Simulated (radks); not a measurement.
Q: The mean radii <r> (bohr) of the occupied orbitals of an atom or ion are listed with their occupations. Calculated with a radial shooting solver on a logarithmic mesh with Libxc functionals: Dirac Kohn-Sham, PBE, spin-unpolarised, spherical densities, finite nucleus; Fermi nuclear charge, rms radius of each element as measured or else 0.836 A^(1/3) + 0.57 fm.

| orbital | occ. | <r> |
|---|---|---|
| 1s1/2 | 2 | 0.2705 |
| 2s1/2 | 2 | 1.463 |
| 2p1/2 | 1 | 1.504 |

Name the element and its charge. Open shells, if any, fill j = l - 1/2 first.

A: Z = 6, carbon, charge +1: C+ in [He] 2s2 2p1. The 1s radius gives Z: for a bare nucleus <r> = (2 gamma + 1)/(2Z) with gamma = sqrt(1 - (Z/c)^2), 0.2498 bohr for Z = 6, and screening makes it slightly larger (0.2705 here). The occupations add up to 5, and the charge is Z minus that.
